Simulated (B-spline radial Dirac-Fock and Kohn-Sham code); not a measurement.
**Electron momentum distribution of Dy⁶³⁺: Compton profiles**

System: Dy⁶³⁺, configuration [He] 2s1.

The computed values come from a radial atomic solver: the impulse approximation on relativistic Hartree-Fock (Dirac-Fock) wave functions, averaged over the configuration. pz is in atomic units of momentum; subshell profiles are per electron, for a selection of subshells; open shells are spread over both j values by their weights.

| pz | J total | J 1s1/2 | J 2s1/2 |
| --- | --- | --- | --- |
| 0 | 0.06223 | 0.0117 | 0.0389 |
| 0.8 | 0.06207 | 0.0117 | 0.0387 |
| 1 | 0.06198 | 0.0117 | 0.0387 |
| 1.2 | 0.06187 | 0.0117 | 0.0386 |
| 1.4 | 0.06173 | 0.0117 | 0.0384 |
| 1.6 | 0.06158 | 0.0116 | 0.0383 |
| 1.8 | 0.06141 | 0.0116 | 0.0381 |
| 2 | 0.06122 | 0.0116 | 0.0379 |
| 2.5 | 0.06066 | 0.0116 | 0.0374 |
| 3 | 0.05999 | 0.0116 | 0.0368 |
| 4 | 0.05833 | 0.0116 | 0.0352 |
| 5 | 0.05630 | 0.0115 | 0.0333 |
| 7 | 0.05142 | 0.0113 | 0.0288 |
| 10 | 0.04315 | 0.0110 | 0.0212 |
| 15 | 0.03075 | 0.0102 | 0.0103 |
| 20 | 0.02268 | 0.00924 | 0.00421 |
| 30 | 0.01536 | 0.00709 | 0.00117 |
| 40 | 0.01131 | 0.00511 | 0.00109 |
| 60 | 0.005469 | 0.00241 | 0.000641 |
| 100 | 0.001216 | 0.000547 | 0.000123 |

J(0) = 0.06223. The 2s1/2 subshell gives the largest part, 63 %.

Mean momentum ⟨p⟩ by subshell (a.u.): 1s1/2 65.7, 2s1/2 25.0.
